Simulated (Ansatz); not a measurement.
C2H7BOS, SMILES `CC(S)BO` at its PBE0-D4/def2-TZVP geometry, where that method's forces vanish. Total charge 0; spin multiplicity 1.

```xyz
12

C     0.6102    0.5834   -1.1277
C     0.5247    0.0009    0.2717
S     0.7684   -1.8178    0.1391
B    -0.8817    0.0484    0.9783
O    -2.0326    0.3359    0.3300
H     1.5913    0.4163   -1.5778
H    -0.1279    0.1349   -1.8013
H     0.4352    1.6623   -1.0996
H     1.3292    0.3982    0.8935
H     0.6736   -2.0978    1.4493
H    -0.9796   -0.2047    2.1468
H    -1.9109    0.5399   -0.6023
```

**Question.** What forces (eV/Å) does ωB97M-V/def2-TZVPP give on these atoms in Ansatz? (Estimate.)

**Answer.** Computed: 
```
C1   0.010  0.096 -0.187
C2   0.057  0.008  0.188
S3   0.043 -0.119  0.064
B4   0.090  0.011  0.246
O5  -0.097  0.037 -0.142
H6  -0.073  0.008  0.036
H7   0.045  0.024  0.049
H8   0.009 -0.078 -0.013
H9  -0.084 -0.025 -0.052
H10  0.003  0.025 -0.102
H11  0.011  0.020 -0.138
H12 -0.016 -0.007  0.050
```
